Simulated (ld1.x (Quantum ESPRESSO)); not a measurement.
## Reading a pseudo-wave (N)

Columns: radius, all-electron u(r) and pseudo u(r) of the 2p shell (level -37.37 eV) of nitrogen in the configuration [He] 2s2 2p1; PBEsol, non-relativistic, ultrasoft scheme, ld1.x (Quantum ESPRESSO) 7.5.

```tsv
r (bohr)	all-electron	pseudo
0.082	0.0651	0.0154
0.165	0.2027	0.0611
0.248	0.3573	0.1333
0.330	0.5010	0.2250
0.413	0.6258	0.3310
0.495	0.7250	0.4410
0.578	0.8016	0.5494
0.660	0.8549	0.6466
0.742	0.8876	0.7280
0.825	0.9024	0.7904
0.908	0.9019	0.8306
0.990	0.8889	0.8487
1.072	0.8662	0.8472
1.155	0.8357	0.8292
1.238	0.7995	0.7986
1.320	0.7599	0.7605
1.402	0.7178	0.7182
1.485	0.6740	0.6740
1.568	0.6298	0.6298
1.650	0.5865	0.5865
1.733	0.5437	0.5437
1.815	0.5028	0.5028
1.898	0.4632	0.4632
1.980	0.4261	0.4261
2.062	0.3910	0.3910
2.145	0.3577	0.3577
```

Problem. How many radial nodes do the two functions have?

Solution. The all-electron 2p function has n − l − 1 = 0; the pseudo-wave has 0.

Problem. At about which radius was the pseudo-wave matched?

Solution. 1.55 bohr. The columns agree to 0.0005 from 1.40 bohr on; several derivatives are matched, so the curves merge somewhat inside the radius.

Problem. Is the pseudo-wave norm-conserving?

Solution. No, it belongs to an ultrasoft set: the norm inside the radius is not constrained, and the difference is carried by the augmentation charge.
